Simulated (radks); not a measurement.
Species: Rh I. Configuration: [Kr] 4d8 5s1 (the NIST ground configuration). Calculated with a radial shooting solver on a logarithmic mesh with Libxc functionals: Dirac Kohn-Sham, BLYP, spin-unpolarised, spherical densities, finite nucleus; open shells are shared between the two j in proportion to 2j + 1; Fermi nuclear charge, rms radius 4.4945 fm.

Normalised radial functions P(r) = r R(r) (large component), r in bohr:

r	3d5/2	4p1/2	4d5/2
0.003112	0.0001	0.0073	0.0000
0.004833	0.0003	0.0143	0.0001
0.007503	0.0009	0.0285	0.0003
0.01156	0.0031	0.0560	0.0009
0.01795	0.0104	0.1081	0.0032
0.02786	0.0336	0.1948	0.0102
0.04327	0.1009	0.3090	0.0307
0.06718	0.2724	0.3861	0.0823
0.1035	0.6218	0.2797	0.1854
0.1607	1.1626	-0.1282	0.3333
0.2495	1.6165	-0.5648	0.4066
0.3874	1.5121	-0.3429	0.1951
0.6015	0.8364	0.5888	-0.3266
0.9265	0.2342	1.1082	-0.7717
1.439	0.0238	0.7014	-0.7791
2.234	0.0006	0.1880	-0.4900
3.468	0.0000	0.0187	-0.2113
5.385	0.0000	0.0005	-0.0579
8.295	0.0000	0.0000	-0.0083

3d5/2: eigenvalue -298.38 eV, 0 radial nodes, <r> = 0.372 bohr, 90 % of the charge inside 0.591 bohr. 4p1/2: eigenvalue -52.976 eV, 2 radial nodes at r = 0.144, 0.464 bohr, <r> = 1.06 bohr, 90 % of the charge inside 1.57 bohr. 4d5/2: eigenvalue -5.675 eV, 1 radial node at r = 0.466 bohr, <r> = 1.61 bohr, 90 % of the charge inside 2.65 bohr.
